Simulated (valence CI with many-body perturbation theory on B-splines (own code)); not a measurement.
Forbidden lines of Eu²¹⁺

Method: configuration interaction combined with many-body perturbation theory (CI+MBPT): six valence electrons over a frozen Dirac-Fock core [Kr], a basis of 7 s, 7 p, 8 d, 6 f, 4 g, 1 h functions for each j, with the one-electron correlation potential Σ1, the two-electron term Σ2, the three-electron term Σ3, Breit, model QED; selected CI, second order for the rest, scaled by the run's own slope (own B-spline code, finite nucleus).

No measured levels were compared; by estimate terms of the open shell hold to 2 to 4 % of their energy, and close levels can change places. Core correlation moves these levels by up to 9600 cm⁻¹, and in measured spectra 5 to 20 % of such shifts remained as error; rates that hang on mixing are uncertain with them. Among the levels kept, up to 1000 cm⁻¹ of a level comes from second order outside the variational space, and about a tenth of that is noise between levels of different J, which matters for small intervals. Only levels of the ground parity were solved; by the run's estimate the other parity begins above the list, which can be wrong where configurations are misplaced.

Lines 1 to 50 of 119 in falling wavelength, among levels below 291750 cm⁻¹, chosen from the decays that carry over 1 % of a level's rate. Wavelengths and rates use the calculated energies, so an error of 2000 cm⁻¹ moves a line at 812.0 nm by 16 % and its rate by three times that or more. Electric multipoles are in the length gauge, E1 and E2 with the static RPA response of the core. S is in atomic units (e²a₀⁴ for E2 and M2, e²a₀⁶ for E3), for M1 in squared Bohr magnetons. Weak lines are less certain than strong ones. Lines between different terms over intervals too small for the method are left out, as are lines whose strength nearly cancels. Where a level lies close to another of its J and parity, the split of strength between their lines is uncertain. The highest levels of a list are the least certain.

Levels are named by their leading jj configuration (3d3/2^4 stands for four electrons in 3d with j = 3/2), which in mixed levels can hold well under half, so a name can repeat and another be missing. Letters in brackets count levels of one name in rising energy.

```csv
λ vac (nm),Upper,Lower,Type,A (s⁻¹),S (a.u.)
812.0,(4d3/2^3 4d5/2^3) J=1 [b],(4d3/2^2 4d5/2^4) J=2 [a],M1,3.58e+01,2.13e+00
662.3,(4d3/2^3 4d5/2^3) J=5,(4d3/2^3 4d5/2^3) J=4 [a],M1,3.68e+01,4.36e+00
632.4,(4d3/2^2 4d5/2^4) J=5,(4d3/2^3 4d5/2^3) J=4 [b],M1,6.08e+01,6.27e+00
627.1,(4d3/2^4 4d5/2^2) J=2,(4d3/2^4 4d5/2^2) J=4,E2,1.42e-03,6.15e-02
578.9,(4d3/2^3 4d5/2^3) J=2 [b],(4d3/2^2 4d5/2^4) J=2 [a],M1,2.53e+01,9.09e-01
576.5,(4d3/2^2 4d5/2^4) J=3 [b],(4d3/2^2 4d5/2^4) J=4 [a],M1,5.98e+01,2.97e+00
487.1,(4d3/2^3 4d5/2^3) J=3 [a],(4d3/2^4 4d5/2^2) J=2,M1,1.48e+02,4.42e+00
436.3,(4d3/2^3 4d5/2^3) J=4 [b],(4d3/2^3 4d5/2^3) J=3 [b],M1,6.83e+01,1.89e+00
427.5,(4d3/2^4 4d5/2^2) J=0,(4d3/2^4 4d5/2^2) J=2,E2,2.85e-02,3.63e-02
415.1,(4d3/2^3 4d5/2^3) J=1 [b],(4d3/2^3 4d5/2^3) J=2 [a],M1,3.89e+01,3.09e-01
411.5,(4d3/2^3 4d5/2^3) J=3 [c],(4d3/2^2 4d5/2^4) J=2 [a],M1,3.34e+01,6.04e-01
383.2,(4d3/2^2 4d5/2^4) J=3 [b],(4d3/2^3 4d5/2^3) J=4 [b],M1,1.47e+02,2.15e+00
378.0,(4d3/2^2 4d5/2^4) J=4 [c],(4d3/2^2 4d5/2^4) J=4 [b],M1,6.59e+01,1.19e+00
372.7,(4d3/2^3 4d5/2^3) J=2 [b],(4d3/2^3 4d5/2^3) J=3 [b],M1,1.44e+02,1.38e+00
354.1,(4d3/2^3 4d5/2^3) J=3 [b],(4d3/2^3 4d5/2^3) J=4 [a],M1,1.71e+02,1.97e+00
330.2,(4d3/2^3 4d5/2^3) J=1 [a],(4d3/2^4 4d5/2^2) J=2,M1,1.24e+03,4.96e+00
329.6,(4d3/2^3 4d5/2^3) J=2 [a],(4d3/2^3 4d5/2^3) J=1 [a],M1,2.07e+02,1.37e+00
302.7,(4d3/2^2 4d5/2^4) J=4 [b],(4d3/2^3 4d5/2^3) J=3 [c],M1,9.66e+01,8.94e-01
302.6,(4d3/2^2 4d5/2^4) J=2 [b],(4d3/2^3 4d5/2^3) J=3 [c],M1,5.36e+01,2.75e-01
296.8,(4d3/2^2 4d5/2^4) J=1,(4d3/2^3 4d5/2^3) J=0,M1,1.91e+02,5.57e-01
295.3,(4d3/2^3 4d5/2^3) J=3 [c],(4d3/2^3 4d5/2^3) J=3 [b],M1,8.78e+01,5.87e-01
286.7,(4d3/2^2 4d5/2^4) J=1,(4d3/2^3 4d5/2^3) J=2 [b],M1,4.53e+02,1.19e+00
283.9,(4d3/2^2 4d5/2^4) J=4 [b],(4d3/2^2 4d5/2^4) J=4 [a],M1,1.88e+02,1.43e+00
277.3,(4d3/2^3 4d5/2^3) J=4 [b],(4d3/2^3 4d5/2^3) J=5,M1,1.58e+01,1.12e-01
277.2,(4d3/2^3 4d5/2^3) J=3 [c],(4d3/2^3 4d5/2^3) J=2 [a],M1,3.16e+02,1.75e+00
275.8,(4d3/2^2 4d5/2^4) J=1,(4d3/2^2 4d5/2^4) J=0 [a],M1,2.58e+02,6.03e-01
274.1,(4d3/2^3 4d5/2^3) J=3 [a],(4d3/2^4 4d5/2^2) J=4,M1,1.29e+03,6.89e+00
256.9,(4d3/2 4d5/2^5) J=2,(4d3/2 4d5/2^5) J=1,M1,3.01e+02,9.45e-01
253.4,(4d3/2^2 4d5/2^4) J=3 [b],(4d3/2^2 4d5/2^4) J=2 [a],M1,1.02e+02,4.32e-01
251.0,(4d3/2^2 4d5/2^4) J=1,(4d3/2^3 4d5/2^3) J=1 [b],M1,6.51e+02,1.15e+00
249.4,(4d3/2^3 4d5/2^3) J=2 [a],(4d3/2^3 4d5/2^3) J=3 [a],M1,1.82e+02,5.23e-01
243.9,(4d3/2^2 4d5/2^4) J=2 [c],(4d3/2^2 4d5/2^4) J=3 [b],M1,8.37e+01,2.25e-01
237.5,(4d3/2^2 4d5/2^4) J=2 [a],(4d3/2^3 4d5/2^3) J=1 [a],M1,6.26e+02,1.55e+00
236.4,(4d3/2^3 4d5/2^3) J=3 [b],(4d3/2^3 4d5/2^3) J=3 [a],M1,2.66e+02,9.11e-01
225.4,(4d3/2^2 4d5/2^4) J=3 [a],(4d3/2^3 4d5/2^3) J=2 [a],M1,3.93e+02,1.17e+00
223.2,(4d3/2^2 4d5/2^4) J=4 [a],(4d3/2^3 4d5/2^3) J=5,M1,9.23e+02,3.42e+00
222.0,(4d3/2^2 4d5/2^4) J=2 [b],(4d3/2^3 4d5/2^3) J=1 [b],M1,1.12e+02,2.27e-01
208.9,(4d3/2^2 4d5/2^4) J=2 [c],(4d3/2^2 4d5/2^4) J=3 [a],M1,6.69e+02,1.13e+00
204.0,(4d3/2^2 4d5/2^4) J=3 [b],(4d3/2^3 4d5/2^3) J=3 [b],M1,1.22e+03,2.69e+00
197.8,(4d3/2^3 4d5/2^3) J=4 [a],(4d3/2^4 4d5/2^2) J=4,M1,2.13e+03,5.50e+00
197.0,(4d3/2^2 4d5/2^4) J=5,(4d3/2^3 4d5/2^3) J=6,M1,1.47e+03,4.57e+00
195.5,(4d3/2^3 4d5/2^3) J=4 [b],(4d3/2^3 4d5/2^3) J=4 [a],M1,7.75e+02,1.93e+00
195.3,(4d3/2^2 4d5/2^4) J=4 [c],(4d3/2^2 4d5/2^4) J=3 [a],M1,1.83e+02,4.56e-01
195.2,(4d3/2^2 4d5/2^4) J=3 [b],(4d3/2^3 4d5/2^3) J=2 [a],M1,6.06e+02,1.17e+00
192.8,(4d3/2^2 4d5/2^4) J=2 [a],(4d3/2^3 4d5/2^3) J=3 [a],M1,3.96e+03,5.26e+00
192.8,(4d3/2^2 4d5/2^4) J=5,(4d3/2^3 4d5/2^3) J=5,M1,7.76e+02,2.27e+00
191.7,(4d3/2^2 4d5/2^4) J=1,(4d3/2^2 4d5/2^4) J=2 [a],M1,6.82e+01,5.35e-02
183.7,(4d3/2^3 4d5/2^3) J=1 [b],(4d3/2^3 4d5/2^3) J=1 [a],M1,4.49e+02,3.10e-01
183.1,(4d3/2^2 4d5/2^4) J=4 [c],(4d3/2^2 4d5/2^4) J=5,M1,6.53e+02,1.34e+00
178.1,(4d3/2^2 4d5/2^4) J=2 [c],(4d3/2^3 4d5/2^3) J=3 [c],M1,8.01e+02,8.39e-01
```
